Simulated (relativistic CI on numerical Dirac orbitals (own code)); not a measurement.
Level scheme of Cu XXIII

Method of calculation: Dirac-Coulomb-Breit CI, KLI orbitals optimised for each configuration, QED by a radiative potential, unscaled Slater integrals (own radial code, finite nucleus).

Configuration list (outside the closed core 1s2): 2s2 2p3, 2s 2p4, 2p5, 2p4 3s, 2p4 3p, 2p4 3d, 2s2 2p2 3s, 2s2 2p2 3p, 2s2 2p2 3d, 2s 2p3 3s, 2s 2p3 3p, 2s 2p3 3d, 2s2 2p2 4s, 2s2 2p2 4p, 2s2 2p2 4d, 2s2 2p2 4f. Levels of other configurations are missing.

The lowest level is 2s2 2p3 4S°_3/2, with 77 % of that term; Hund's rules for 2s2 2p3 give 4S° with J = 3/2, in agreement.

```
No.  Configuration  Term    J  E (10³ cm⁻¹)    %  Lifetime (s)         jj configuration (%)
  1        2s2 2p3   4S°  3/2           0.0   77                                 2p3/2 (70)
  2        2s2 2p3   2D°  3/2         173.5   67      1.58e-05           2p1/2 2p3/2^2 (73)
  3        2s2 2p3   2D°  5/2         233.6  100      1.07e-04          2p1/2 2p3/2^2 (100)
  4        2s2 2p3   2P°  1/2         330.4   99      8.02e-06           2p1/2 2p3/2^2 (99)
  5        2s2 2p3   2P°  3/2         449.1   66      3.38e-06                 2p3/2^3 (93)
  6         2s 2p4    4P  5/2         901.5   95      5.96e-11              2s 2p3/2^2 (85)
  7         2s 2p4    4P  3/2        1012.2   96      3.81e-11        2s 2p1/2 2p3/2^3 (74)
  8         2s 2p4    4P  1/2        1038.5   90      3.35e-11              2s 2p3/2^2 (50)
  9         2s 2p4    2D  3/2        1259.1   87      1.56e-11        2s 2p1/2 2p3/2^3 (52)
 10         2s 2p4    2D  5/2        1293.0   95      2.12e-11        2s 2p1/2 2p3/2^3 (85)
 11         2s 2p4    2S  1/2        1438.6   63      8.86e-12              2s 2p3/2^2 (50)
 12         2s 2p4    2P  3/2        1500.2   90      5.92e-12        2s 2p1/2 2p3/2^3 (75)
 13         2s 2p4    2P  1/2        1660.2   70      6.40e-12              2s 2p3/2^4 (65)
 14            2p5   2P°  3/2        2339.7   98      7.48e-12                 2p3/2^3 (98)
 15            2p5   2P°  1/2        2515.6   99      6.62e-12           2p1/2 2p3/2^4 (99)
 16     2s2 2p2 3s    4P  1/2        9248.3   69      3.47e-13              2p1/2^2 3s (90)
 17     2s2 2p2 3s    4P  3/2        9370.3   91      4.30e-13          2p1/2 2p3/2 3s (97)
 18     2s2 2p2 3s    2P  1/2        9404.4   77      1.80e-13          2p1/2 2p3/2 3s (96)
 19     2s2 2p2 3s    4P  5/2        9427.3   69      3.76e-13          2p1/2 2p3/2 3s (85)
 20     2s2 2p2 3s    2P  3/2        9459.9   56      1.86e-13          2p1/2 2p3/2 3s (93)
 21     2s2 2p2 3p   4D°  1/2        9481.9   50      2.65e-11           2p1/2^2 3p1/2 (90)
 22     2s2 2p2 3p   4D°  3/2        9552.2   48      1.50e-11           2p1/2^2 3p3/2 (78)
 23     2s2 2p2 3p   2S°  1/2        9601.6   38      2.84e-11       2p1/2 2p3/2 3p1/2 (92)
 24     2s2 2p2 3s    2D  5/2        9618.6   69      2.79e-13              2p3/2^2 3s (84)
 25     2s2 2p2 3p   4D°  3/2        9632.3   39      1.73e-11       2p1/2 2p3/2 3p1/2 (86)
 26     2s2 2p2 3s    2D  3/2        9635.5   57      2.07e-13              2p3/2^2 3s (91)
 27     2s2 2p2 3p   4D°  5/2        9658.7   84      4.46e-11       2p1/2 2p3/2 3p3/2 (70)
 28     2s2 2p2 3p   2D°  5/2        9674.3   43      1.41e-11       2p1/2 2p3/2 3p1/2 (60)
 29     2s2 2p2 3p   4P°  1/2        9675.8   57      1.34e-11       2p1/2 2p3/2 3p3/2 (88)
 30     2s2 2p2 3p   2D°  3/2        9697.8   56      7.30e-12       2p1/2 2p3/2 3p3/2 (93)
 31     2s2 2p2 3p   4D°  7/2        9717.5   71      4.63e-11       2p1/2 2p3/2 3p3/2 (83)
 32     2s2 2p2 3p   4S°  3/2        9737.6   52      1.54e-12       2p1/2 2p3/2 3p1/2 (40)
 33     2s2 2p2 3p   2P°  3/2        9766.6   62      7.29e-12       2p1/2 2p3/2 3p3/2 (45)
 34     2s2 2p2 3s    2S  1/2        9768.3   82      2.60e-13              2p3/2^2 3s (90)
 35     2s2 2p2 3p   2F°  5/2        9781.4   35      1.03e-11       2p1/2 2p3/2 3p3/2 (63)
 36     2s2 2p2 3p   2P°  1/2        9816.4   70      7.08e-12       2p1/2 2p3/2 3p3/2 (56)
 37     2s2 2p2 3d    4F  3/2        9819.8   54      2.98e-13           2p1/2^2 3d3/2 (90)
 38     2s2 2p2 3d    4F  5/2        9855.2   38      1.11e-13           2p1/2^2 3d5/2 (81)
 39      2s 2p3 3s   6S°  5/2        9873.4   90      7.93e-12     2s 2p1/2 2p3/2^2 3s (46)
 40     2s2 2p2 3p   2D°  5/2        9898.3   46      1.99e-11           2p3/2^2 3p3/2 (81)
 41     2s2 2p2 3p   2D°  3/2        9903.0   46      2.38e-12           2p3/2^2 3p1/2 (67)
 42     2s2 2p2 3p   2F°  7/2        9913.0   72      1.98e-11           2p3/2^2 3p3/2 (82)
 43     2s2 2p2 3p   2D°  5/2        9930.1   74      8.38e-12           2p3/2^2 3p1/2 (74)
 44     2s2 2p2 3p   2P°  1/2        9934.5   88      3.56e-12           2p3/2^2 3p3/2 (55)
 45     2s2 2p2 3d    2P  3/2        9949.1   42      1.39e-13       2p1/2 2p3/2 3d3/2 (92)
 46     2s2 2p2 3d    4F  7/2        9954.9   66      1.56e-12       2p1/2 2p3/2 3d5/2 (92)
 47     2s2 2p2 3d    4F  5/2        9959.0   48      1.99e-13       2p1/2 2p3/2 3d3/2 (85)
 48     2s2 2p2 3d    4D  1/2        9959.3   81      3.28e-13       2p1/2 2p3/2 3d3/2 (98)
 49     2s2 2p2 3d    4D  3/2        9995.8   47      9.10e-14       2p1/2 2p3/2 3d5/2 (82)
 50     2s2 2p2 3d    2F  7/2        9997.4   39      2.57e-11       2p1/2 2p3/2 3d3/2 (60)
 51     2s2 2p2 3d    2F  5/2        9999.2   50      5.85e-14       2p1/2 2p3/2 3d5/2 (88)
 52      2s 2p3 3s   4S°  3/2       10005.0   63      2.90e-13             2s 2p3/2 3s (33)
 53     2s2 2p2 3d    4F  9/2       10008.2   74      2.99e-10       2p1/2 2p3/2 3d5/2 (82)
 54     2s2 2p2 3p   2P°  3/2       10038.5   60      8.64e-13           2p3/2^2 3p3/2 (74)
 55     2s2 2p2 3d    4D  5/2       10043.9   38      4.06e-14       2p1/2 2p3/2 3d5/2 (43)
 56     2s2 2p2 3p   2P°  1/2       10056.5   90      6.88e-12           2p3/2^2 3p1/2 (87)
 57     2s2 2p2 3d    4P  3/2       10057.8   62      2.86e-14       2p1/2 2p3/2 3d3/2 (68)
 58     2s2 2p2 3d    4P  1/2       10066.7   66      2.95e-14       2p1/2 2p3/2 3d3/2 (60)
 59     2s2 2p2 3d    2P  1/2       10080.0   77      4.14e-14       2p1/2 2p3/2 3d5/2 (46)
 60     2s2 2p2 3p   2P°  3/2       10086.1   72      4.91e-12           2p3/2^2 3p3/2 (89)
 61     2s2 2p2 3d    2F  7/2       10092.3   38      5.35e-14       2p1/2 2p3/2 3d5/2 (50)
 62     2s2 2p2 3d    2D  5/2       10105.9   67      2.36e-14       2p1/2 2p3/2 3d5/2 (47)
 63     2s2 2p2 3d    2D  3/2       10107.4   81      4.60e-14       2p1/2 2p3/2 3d5/2 (80)
 64      2s 2p3 3p    6P  3/2       10129.9   89      5.23e-12  2s 2p1/2 2p3/2^2 3p1/2 (43)
 65      2s 2p3 3p    6P  5/2       10139.3   82      1.01e-12  2s 2p1/2 2p3/2^2 3p1/2 (34)
 66      2s 2p3 3p    6P  7/2       10171.2   90      2.95e-12  2s 2p1/2 2p3/2^2 3p3/2 (45)
 67     2s2 2p2 3d    2F  7/2       10189.4   52      4.42e-13           2p3/2^2 3d5/2 (77)
 68     2s2 2p2 3d    2G  9/2       10209.5   74      2.72e-10           2p3/2^2 3d5/2 (81)
 69     2s2 2p2 3d    2D  3/2       10224.9   68      3.48e-14           2p3/2^2 3d3/2 (77)
 70      2s 2p3 3s   4D°  1/2       10227.6   81      3.41e-13             2s 2p3/2 3s (61)
```

Energies count from the lowest computed level; ° marks odd parity; lifetimes are radiative, by E1, M1, E2, M2 decay to levels of this space only. Filled j subshells are mostly left out of the jj labels.

The mean weight of the leading LS term, summed over parents, in these 70 levels is 68 %, and that of the leading jj configuration (from the same eigenvectors) 74 %.

At this charge energies of transitions that change n are usually good to better than 1 %, and those within a shell (Δn = 0) to a few per cent.

LS names give the leading component of a level, which can be under half, so a name can repeat, a term be missing and a line seem to break the LS rules.
